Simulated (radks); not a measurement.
Initial-state core-level shifts of the argon ion Ar2+ when its valence configuration changes from [Ne] 3s2 3p4. Method: scalar-relativistic Kohn-Sham, LDA (Slater exchange, Perdew-Wang correlation), spin-unpolarised, spherical densities, finite nucleus; Fermi nuclear charge, rms radius 3.4274 fm; computed with a radial shooting solver on a logarithmic mesh with Libxc functionals. Shifts are changes of the shell-averaged eigenvalues in eV (positive: less bound); the change of the density at the nucleus, which sets a Mossbauer isomer shift, is in e/bohr^3, on a base of 4325.

| valence | 1s | 2s | 2p | density at nucleus |
|---|---|---|---|---|
| 3s1 3p5 | -1.038 | -1.106 | -1.067 | -19.4934 |
| 3s1.5 3p4.5 | -0.525 | -0.558 | -0.539 | -9.7020 |
| 3p6 | -2.030 | -2.176 | -2.097 | -39.3361 |
